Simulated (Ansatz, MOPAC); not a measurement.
Dimer: NH3 (SMILES N) (first 4 atoms) with HF (SMILES F); geometry from B3LYP-D3(BJ)/def2-TZVP, rigid monomers moved along the line of their centres of mass till N1···H6 is 1.93 Å.
(charge 0, multiplicity 1):
```xyz
6

N      0.0382     0.1766     0.3049
H     -0.2387    -0.7405    -0.0275
H     -0.6002     0.8572    -0.0915
H      0.9652     0.3718    -0.0566
F      0.0075     0.2854     3.1920
H      0.0177     0.2492     2.2306
```

Monomers are frozen at their geometry in the pair; levels with a basis set take the counterpoise correction.

The state reached by AM1 isn't checked.

Run with Ansatz (a program for electronic structure) with Gaussian orbitals; MOPAC for AM1 (differences of heats of formation). 

Question: One of these levels gives -565.9 meV for the interaction energy. Which?
A. r2SCAN/def2-TZVPPD
B. HF/aug-cc-pVDZ
C. AM1

Answer: A, r2SCAN/def2-TZVPPD. The others give -124.3 (AM1), -478.1 (HF/aug-cc-pVDZ)
